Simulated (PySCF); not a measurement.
## How methods differ on the excitation energy of S

S [Ne] 3s2 3p4 (3P) → S [Ne] 3s2 3p3 4s1 (5S), as a difference of total energies. Computed with PySCF 2.14 in dyall-av3z (19s12p3d2f, 84 functions), with scalar relativity by spin-free X2C-1e. Correlated levels: valence: [Ne] frozen; virtual orbitals above 40 to 60 times the deepest correlated orbital energy dropped. The calculations carry no spin-orbit coupling.

```
           method  excitation energy (cm⁻¹)  error (cm⁻¹)
              UHF                     47606         -4822
    MP2 (valence)                     51298         -1130
SCS-MP2 (valence)                     52885          +457
   CCSD (valence)                     52190          -237
CCSD(T) (valence)                     52267          -161
```

Reference: 52428 cm⁻¹ (measured; NIST levels, between the centres of gravity of the two terms).

Errors of the correlated levels include the incompleteness of this basis and the frozen core.
